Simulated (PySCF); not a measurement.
# Spin–spin coupling constants

Geometry:
```csv
atom,x (Å),y (Å),z (Å)
F1,0.794,2.738,-0.149
B2,0.348,1.479,-0.132
C3,-1.192,1.212,-0.025
C4,-1.598,-0.184,-0.507
C5,-0.620,-1.265,-0.052
C6,0.793,-1.031,-0.580
C7,1.382,0.301,-0.107
H8,-1.782,2.013,-0.501
H9,-1.407,1.305,1.061
H10,-1.635,-0.190,-1.612
H11,-2.619,-0.432,-0.173
H12,-0.980,-2.254,-0.379
H13,-0.599,-1.299,1.054
H14,1.448,-1.871,-0.294
H15,0.759,-1.041,-1.684
H16,1.668,0.220,0.963
H17,2.316,0.563,-0.631
```

Indirect spin–spin couplings were computed at B3LYP/pcJ-1 (spin–dipole term only in couplings to heteroatoms) (PySCF 2.14.0 with density-fitted response routines) on a PBE0-D3(BJ)/def2-SVP structure, for the isolated molecule, without vibrational or relativistic corrections. Couplings are averaged over pairs made equivalent by symmetry, fast rotation or ring inversion, so a value needn't be that of the named pair in this geometry, while other rotamers aren't included; one pair stands for each set, and the list holds a selection of those of at least 1.5 Hz over up to four bonds.

Isotopes: 19F, 11B, 13C, 1H.

```json
{"pair": "F1, B2", "bonds": "1", "J (Hz)": "?"}
{"pair": "B2, C3", "bonds": "1", "J (Hz)": "58.0"}
{"pair": "C3, C4", "bonds": "1", "J (Hz)": "34.0"}
{"pair": "C3, H8", "bonds": "1", "J (Hz)": "121.2"}
{"pair": "C4, C5", "bonds": "1", "J (Hz)": "35.3"}
{"pair": "C4, H10", "bonds": "1", "J (Hz)": "?"}
{"pair": "C5, H12", "bonds": "1", "J (Hz)": "130.5"}
{"pair": "F1, C3", "bonds": "2", "J (Hz)": "14.8"}
{"pair": "B2, H8", "bonds": "2", "J (Hz)": "-6.6"}
{"pair": "C3, C7", "bonds": "2", "J (Hz)": "7.5"}
{"pair": "C3, H10", "bonds": "2", "J (Hz)": "-2.9"}
{"pair": "C4, H8", "bonds": "2", "J (Hz)": "-3.5"}
{"pair": "C4, H12", "bonds": "2", "J (Hz)": "?"}
{"pair": "C5, H10", "bonds": "2", "J (Hz)": "-3.3"}
{"pair": "H8, H9", "bonds": "2", "J (Hz)": "?"}
{"pair": "H10, H11", "bonds": "2", "J (Hz)": "-15.0"}
{"pair": "H12, H13", "bonds": "2", "J (Hz)": "-15.2"}
{"pair": "B2, H10", "bonds": "3", "J (Hz)": "?"}
{"pair": "C3, H12", "bonds": "3", "J (Hz)": "6.8"}
{"pair": "C4, H14", "bonds": "3", "J (Hz)": "?"}
{"pair": "C5, H8", "bonds": "3", "J (Hz)": "?"}
{"pair": "H8, H11", "bonds": "3", "J (Hz)": "8.6"}
{"pair": "H10, H12", "bonds": "3", "J (Hz)": "3.4"}
{"pair": "H10, H13", "bonds": "3", "J (Hz)": "?"}
{"pair": "F1, H10", "bonds": "4", "J (Hz)": "2.1"}
{"pair": "H8, H17", "bonds": "4", "J (Hz)": "3.7"}
```

Question: Estimate the withheld couplings, with signs.

Answer: 
- 1J(F1,B2) = -175.5 Hz (bond length 1.336 Å)
- 1J(C4,H10) = 132.1 Hz (bond length 1.105 Å, sp3 carbon)
- 2J(C4,H12) = -2.9 Hz
- 2J(H8,H9) = -19.8 Hz
- 3J(B2,H10) = 4.7 Hz (mean over equivalent pairs that range from 0.6 to 8.8 Hz in this conformer)
- 3J(C4,H14) = 6.6 Hz (mean over equivalent pairs that range from 3.2 to 10.0 Hz in this conformer)
- 3J(C5,H8) = 5.0 Hz (mean over equivalent pairs that range from 1.0 to 9.0 Hz in this conformer)
- 3J(H10,H13) = 9.3 Hz (mean over equivalent pairs that range from 3.8 to 14.8 Hz in this conformer)
